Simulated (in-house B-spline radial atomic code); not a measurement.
Successive ionisation energies of gadolinium; each step leads to the configuration of the next row (after the last: [Ar] 3d10 4s2 4p3). Dirac energy differences include first-order Breit, QED and recoil terms. NIST's values go from ground level to ground level; the uncertainty of those that are theory runs from under 0.1 % in few-electron ions to several per cent in heavy many-electron ones. Computed with an all-electron radial atomic-structure program (B-spline basis): Dirac-Hartree-Fock, average of the configuration, finite nuclei.

```json
{"ion": "Gd25+", "configuration": "[Kr] 4d3", "ionisation energy (eV)": "846.2", "tabulated value (eV)": "851", "tabulated kind": "tabulated theory", "computed minus tabulated (eV)": "-4.8", "highest orbital": "4d5/2", "largest mean radius (bohr)": "0.54397"}
{"ion": "Gd26+", "configuration": "[Kr] 4d2", "ionisation energy (eV)": "888.6", "tabulated value (eV)": "895", "tabulated kind": "tabulated theory", "computed minus tabulated (eV)": "-6.4", "highest orbital": "4d5/2", "largest mean radius (bohr)": "0.53838"}
{"ion": "Gd27+", "configuration": "[Kr] 4d1", "ionisation energy (eV)": "931.6", "tabulated value (eV)": "937", "tabulated kind": "tabulated theory", "computed minus tabulated (eV)": "-5.4", "highest orbital": "4d5/2", "largest mean radius (bohr)": "0.53292"}
{"ion": "Gd28+", "configuration": "[Ar] 3d10 4s2 4p6", "ionisation energy (eV)": "?", "tabulated value (eV)": "?", "tabulated kind": "tabulated theory", "computed minus tabulated (eV)": "?", "highest orbital": "?", "largest mean radius (bohr)": "?"}
{"ion": "Gd29+", "configuration": "[Ar] 3d10 4s2 4p5", "ionisation energy (eV)": "?", "tabulated value (eV)": "?", "tabulated kind": "tabulated theory", "computed minus tabulated (eV)": "?", "highest orbital": "?", "largest mean radius (bohr)": "?"}
{"ion": "Gd30+", "configuration": "[Ar] 3d10 4s2 4p4", "ionisation energy (eV)": "1202.5", "tabulated value (eV)": "1189", "tabulated kind": "tabulated theory", "computed minus tabulated (eV)": "13.5", "highest orbital": "4p3/2", "largest mean radius (bohr)": "0.51782"}
```

Q: Fill in the row of Gd28+.

A: ionisation energy (eV): 1114.1; tabulated value (eV): 1100; computed minus tabulated (eV): 14.1; highest orbital: 4p3/2; largest mean radius (bohr): 0.5258.

Q: Fill in the row of Gd29+.

A: ionisation energy (eV): 1158.0; tabulated value (eV): 1142; computed minus tabulated (eV): 16.0; highest orbital: 4p3/2; largest mean radius (bohr): 0.52161.

Where a p, d or f electron is removed, the computed value is a mean over both j, so it misses the tabulated one by a part of the spin-orbit splitting; averaging over terms and missing correlation add to the gap, relatively most at low charge.
